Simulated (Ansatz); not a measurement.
Start from `C[C]1=[CH][GeH2]1` and change one atom or group to get `F[C]1=[CH][GeH2]1`.

Ansatz, PBE0-D4/def2-TZVP geometries, multiplicity 1. 

Scalar relativity is left out up to krypton.

```json
{"property": "HOMO energy (PBE0/def2-TZVPP) / eV", "`C[C]1=[CH][GeH2]1`": "-6.74"}
{"property": "HOMO–LUMO gap (B3LYP/def2-TZVPP) / eV", "`C[C]1=[CH][GeH2]1`": "6.60"}
{"property": "size of the dipole moment (B3LYP/def2-TZVPP) / D", "`C[C]1=[CH][GeH2]1`": "0.79"}
{"property": "HOMO energy (B3LYP/def2-TZVPP) / eV", "`C[C]1=[CH][GeH2]1`": "-6.55"}
{"property": "LUMO energy (ωB97M-V/def2-TZVPP) / eV", "`C[C]1=[CH][GeH2]1`": "2.17"}
{"property": "HOMO–LUMO gap (ωB97M-V/def2-TZVPP) / eV", "`C[C]1=[CH][GeH2]1`": "11.01"}
```

Question: What does the change do to each property? (Estimate.)

Answer: Ansatz gave: 
| property | `F[C]1=[CH][GeH2]1` | shift |
| --- | --- | --- |
| HOMO energy (PBE0/def2-TZVPP) / eV | -7.73 | -0.99 |
| HOMO–LUMO gap (B3LYP/def2-TZVPP) / eV | 6.97 | 0.37 |
| size of the dipole moment (B3LYP/def2-TZVPP) / D | 1.53 | 0.74 |
| HOMO energy (B3LYP/def2-TZVPP) / eV | -7.53 | -0.98 |
| LUMO energy (ωB97M-V/def2-TZVPP) / eV | 1.56 | -0.61 |
| HOMO–LUMO gap (ωB97M-V/def2-TZVPP) / eV | 11.44 | 0.43 |

With PBE0 the HOMO falls by 0.99 eV and the LUMO falls by 0.58 eV, so the gap widens by about 0.41 eV. PBE moves the HOMO by -0.87 eV and ωB97M-V by -1.03 eV. Dipoles are sizes alone; their direction can turn.

B3LYP here is the variant with VWN-RPA as its local correlation; programs differ in this.
